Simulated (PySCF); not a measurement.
Isomers of [C6H11S]- (charge -1), one GFN2-xTB conformer each. Single-point energies are computed at PBE0/pcSseg-1 (PySCF, gas phase, no added dispersion term), electronic only.

```csv
SMILES,GFN2-xTB relative energy (kJ/mol)
[S-]CC1CCCC1,0.0
CC[C@@H]([S-])C1CC1,90.9
CC(C)C1([S-])CC1,75.1
```

Conformers: `[S-:1][CH2:2][CH:3]1[CH2:4][CH2:5][CH2:6][CH2:7]1` (charge -1) with S1–C2–C3–C4 -56°, C2–C3–C4–C5 137°, C3–C4–C5–C6 10°, C4–C5–C6–C7 -32°, C5–C6–C7–C3 42°; `[CH3:1][CH2:2][C@@H:3]([S-:4])[CH:5]1[CH2:6][CH2:7]1` (charge -1) with C1–C2–C3–S4 173°, C2–C3–C5–C6 161°; `[CH3:1][CH:2]([CH3:3])[C:4]1([S-:5])[CH2:6][CH2:7]1` (charge -1) with C1–C2–C4–S5 -61°.

Q: What does PBE0/pcSseg-1 give for the same structures?

A: 
```json
{"SMILES": "[S-]CC1CCCC1", "PBE0/pcSseg-1 E (Eh)": "-633.00442", "PBE0/pcSseg-1 (kJ/mol)": "0.0", "GFN2-xTB (kJ/mol)": "0.0", "point group": "C1"}
{"SMILES": "CC(C)C1([S-])CC1", "PBE0/pcSseg-1 E (Eh)": "-632.98071", "PBE0/pcSseg-1 (kJ/mol)": "62.3", "GFN2-xTB (kJ/mol)": "75.1", "point group": "Cs"}
{"SMILES": "CC[C@@H]([S-])C1CC1", "PBE0/pcSseg-1 E (Eh)": "-632.97112", "PBE0/pcSseg-1 (kJ/mol)": "87.4", "GFN2-xTB (kJ/mol)": "90.9", "point group": "C1"}
```

Both levels put the same isomer lowest; measured from each level's own lowest isomer, the values differ by up to 12.8 kJ/mol (CC(C)C1([S-])CC1: 75.1 against 62.3). As drawn, the highest has a three-membered ring, which the lowest lacks.
